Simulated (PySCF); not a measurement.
A run for PySCF: D3(BJ) and D4 dispersion corrections on H4OS (a complex), monomers drawn apart or pushed together.

```python
from pyscf import gto
from pyscf.dispersion import dftd3, dftd4

mol = gto.M(
    atom='''
    O     0.06629290    0.37067383   -0.00444938
    H     0.92963070    0.60299616   -0.36283647
    H    -0.20267787   -0.42895236   -0.46928015
    S    -0.01508441   -0.00773546    4.32593655
    H    -0.03921119    0.16650773    2.98877577
    H    -0.92605874    0.95501725    4.53755190
    ''',
    basis='def2-svp',
    charge=0, spin=0, verbose=0, max_memory=1800)
d3, d4 = {}, {}
for xc in ['hf', 'pbe', 'blyp', 'revpbe', 'tpss', 'r2scan', 'b3lyp', 'pbe0', 'bhlyp', 'camb3lyp', 'b2plyp']:
    d3[xc] = float(dftd3.DFTD3Dispersion(mol, xc=xc, version='d3bj', atm=False).get_dispersion()['energy'])
    print(f'D3(BJ) {xc:10s} {d3[xc]:14.8f} Eh')
for xc in ['hf', 'pbe', 'blyp', 'revpbe', 'tpss', 'r2scan', 'b3lyp', 'pbe0', 'bhlyp', 'camb3lyp', 'b2plyp']:
    d4[xc] = float(dftd4.DFTD4Dispersion(mol, xc={'camb3lyp': 'cam-b3lyp'}.get(xc, xc), atm=True).get_dispersion()['energy'])
    print(f'D4     {xc:10s} {d4[xc]:14.8f} Eh')
```

The log:

```
D3(BJ) hf            -0.01482360 Eh
D3(BJ) pbe           -0.00151438 Eh
D3(BJ) blyp          -0.00304433 Eh
D3(BJ) revpbe        -0.00389760 Eh
D3(BJ) tpss          -0.00185489 Eh
D3(BJ) r2scan        -0.00047167 Eh
D3(BJ) b3lyp         -0.00247956 Eh
D3(BJ) pbe0          -0.00128548 Eh
D3(BJ) bhlyp         -0.00188047 Eh
D3(BJ) camb3lyp      -0.00113414 Eh
D3(BJ) b2plyp        -0.00111479 Eh
D4     hf            -0.00404398 Eh
D4     pbe           -0.00110524 Eh
D4     blyp          -0.00235991 Eh
D4     revpbe        -0.00373510 Eh
D4     tpss          -0.00147434 Eh
D4     r2scan        -0.00034556 Eh
D4     b3lyp         -0.00170474 Eh
D4     pbe0          -0.00095310 Eh
D4     bhlyp         -0.00119301 Eh
D4     camb3lyp      -0.00096207 Eh
D4     b2plyp        -0.00078355 Eh
```

The run finished.

Cost: roughly 0.06 core-seconds.
